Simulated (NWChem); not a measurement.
System: C$_{2}$H$_{5}$BFN; SMILES C(=C)B(F)N

NWChem input:

```
start job
memory heap 200 mb stack 900 mb global 1100 mb
geometry units angstroms noautosym
  B     -0.044037    -0.519803     0.022161
  F     -0.882894    -1.579737    -0.053548
  C     -0.670099     0.913597     0.099491
  C      0.011360     2.066788    -0.076333
  H     -1.760341     0.974962     0.296588
  H     -0.477795     3.039182    -0.019122
  H      1.100873     2.098911    -0.300000
  N      1.334641    -0.786003     0.030145
  H      1.696076    -1.729559    -0.037268
  H      2.045573    -0.070565     0.132526
end
basis spherical
  * library 6-31g*
end
dft
  xc b3lyp
  grid fine
  iterations 150
end
driver
  maxiter 120
  tight
end
task dft optimize
task dft freq
```

Excerpt of the output:

```
             Northwest Computational Chemistry Package (NWChem) 7.3.0
             --------------------------------------------------------

                             Geometry "geometry" -> ""
                             -------------------------

 Output coordinates in angstroms (scale by  1.889725989 to convert to a.u.)

  No.       Tag          Charge          X              Y              Z
 ---- ---------------- ---------- -------------- -------------- --------------
    1 B                    5.0000    -0.03951616    -0.51655489     0.02080416
    2 F                    9.0000    -0.87837316    -1.57648889    -0.05490484
    3 C                    6.0000    -0.66557816     0.91684511     0.09813416
    4 C                    6.0000     0.01588084     2.07003611    -0.07768984
    5 H                    1.0000    -1.75582016     0.97821011     0.29523116
    6 H                    1.0000    -0.47327416     3.04243011    -0.02047884
    7 H                    1.0000     1.10539384     2.10215911    -0.30135684
    8 N                    7.0000     1.33916184    -0.78275489     0.02878816
    9 H                    1.0000     1.70059684    -1.72631089    -0.03862484
   10 H                    1.0000     2.05009384    -0.06731689     0.13116916

 Effective nuclear repulsion energy (a.u.)     151.5469040892

                                Z-matrix (autoz)
                                --------

 Units are Angstrom for bonds and degrees for angles

[...]

      ----------------------
      Optimization converged
      ----------------------

  Step       Energy      Delta E   Gmax     Grms     Xrms     Xmax
  ---- ---------------- -------- -------- -------- -------- --------
@   42    -258.74895661 -1.2D-09  0.00000  0.00000  0.00002  0.00006
                                     ok       ok       ok       ok

                                Z-matrix (autoz)
                                --------

 Units are Angstrom for bonds and degrees for angles

[...]

 Rotational Constants
 --------------------
 A=   0.294380 cm-1  (  0.423538 K)
 B=   0.122975 cm-1  (  0.176930 K)
 C=   0.087863 cm-1  (  0.126413 K)

 Temperature                      =   298.15K
 frequency scaling parameter      =   1.0000

 Zero-Point correction to Energy  =   48.074 kcal/mol  (  0.076611 au)
 Thermal correction to Energy     =   51.782 kcal/mol  (  0.082520 au)
 Thermal correction to Enthalpy   =   52.374 kcal/mol  (  0.083464 au)

 Total Entropy                    =   75.867 cal/mol-K
   - Translational                =   38.765 cal/mol-K (mol. weight =  73.0499)
   - Rotational                   =   25.720 cal/mol-K (symmetry #  =        1)
   - Vibrational                  =   11.383 cal/mol-K

 Cv (constant volume heat capacity) =   20.163 cal/mol-K
   - Translational                  =    2.979 cal/mol-K
   - Rotational                     =    2.979 cal/mol-K
   - Vibrational                    =   14.204 cal/mol-K

[normal modes left out]

 ----------------------------------------------------------------------------
 Normal Eigenvalue ||           Projected Infra Red Intensities
  Mode   [cm**-1]  || [atomic units] [(debye/angs)**2] [(KM/mol)] [arbitrary]
 ------ ---------- || -------------- ----------------- ---------- -----------
    1       -0.000 ||    0.001963           0.045         1.914       0.528
    2       -0.000 ||    0.000098           0.002         0.096       0.026
    3       -0.000 ||    0.001350           0.031         1.316       0.363
    4        0.000 ||    0.000639           0.015         0.623       0.172
    5        0.000 ||    0.000408           0.009         0.398       0.110
    6        0.000 ||    0.000027           0.001         0.026       0.007
    7       67.644 ||    0.000996           0.023         0.971       0.268
    8      211.777 ||    0.002175           0.050         2.120       0.585
    9      365.467 ||    0.009311           0.215         9.077       2.503
   10      398.092 ||    0.006973           0.161         6.797       1.874
   11      424.221 ||    0.207611           4.790       202.389      55.798
   12      492.257 ||    0.005841           0.135         5.694       1.570
   13      579.422 ||    0.003922           0.090         3.823       1.054
   14      711.952 ||    0.039846           0.919        38.844      10.709
   15      757.318 ||    0.002190           0.051         2.135       0.589
   16      892.747 ||    0.005164           0.119         5.034       1.388
   17      983.452 ||    0.032302           0.745        31.489       8.682
   18     1043.769 ||    0.006214           0.143         6.058       1.670
   19     1059.592 ||    0.011959           0.276        11.659       3.214
   20     1265.988 ||    0.155827           3.595       151.908      41.881
   21     1340.000 ||    0.087488           2.018        85.288      23.514
   22     1405.626 ||    0.144326           3.330       140.696      38.790
   23     1488.080 ||    0.062840           1.450        61.260      16.889
   24     1659.123 ||    0.184440           4.255       179.801      49.571
   25     1704.375 ||    0.028778           0.664        28.054       7.734
   26     3133.040 ||    0.025465           0.587        24.824       6.844
   27     3141.631 ||    0.007353           0.170         7.168       1.976
   28     3213.431 ||    0.027881           0.643        27.179       7.493
   29     3602.887 ||    0.032804           0.757        31.979       8.817
   30     3702.706 ||    0.020031           0.462        19.527       5.384
 ----------------------------------------------------------------------------
```

Level: B3LYP/6-31G* (spherical d).
